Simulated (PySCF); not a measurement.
PySCF input file for CHBClNO, SMILES O=C=NBCl, B3LYP/pcJ-1. Coordinates come from a ωB97X-D3(BJ)/def2-SVP optimisation. One conformer was computed; it need not be the lowest.

```python
import numpy as np
from pyscf import gto, scf, dft
from pyscf.prop.ssc import rks as ssc

mol = gto.M(
    atom='''
    B    -0.88039201    0.71586937    0.00000000
    Cl    0.39468168    1.92314368    0.00000000
    H    -2.02550884    1.07976391    0.00000000
    N    -0.55064349   -0.65627855    0.00000000
    C    -0.01701994   -1.73254929    0.00000000
    O     0.45931305   -2.79541345    0.00000000
    ''',
    basis='pcJ-1',
    charge=0,
    spin=0,
    max_memory=1600,
    verbose=3,
)
mf = dft.RKS(mol, xc='b3lyp')
mf.grids.level = 3
mf.conv_tol = 1e-10
mf.max_cycle = 100
mf.kernel()
j = ssc.SSC(mf)
j.with_fcsd = True
j.max_cycle_cphf = 80
j.conv_tol = 1e-7
e11 = j.kernel()
```

Program output:

```
converged SCF energy = -650.933751200368
Reduced spin-spin coupling constant K (Hz)
               #0        #1        #2        #3        #4
        0 B    0.00000
        1 Cl -26.95597   0.00000
        2 H   20.04207   4.03791   0.00000
        3 N   45.00505  -1.62330   3.68900   0.00000
        4 C    7.18719  -1.71998   0.71479  85.77631   0.00000
        5 O    0.94812  -2.97166   0.20715   2.81994 -13.68995
               #5
        5 O    0.00000
Spin-spin coupling constant J (Hz)
               #0        #1        #2        #3        #4
        0 B    0.00000
        1 Cl -26.47353   0.00000
        2 H  200.66083  12.35798   0.00000
        3 N   32.57080  -0.35912   8.31975   0.00000
        4 C   18.09772  -1.32392   5.60889  48.65344   0.00000
        5 O   -1.28735   1.23341  -0.87649  -0.86250  14.56852
               #5
        5 O    0.00000
```

Self-consistency was reached.

Cost: about 90 core-seconds (a rough figure).
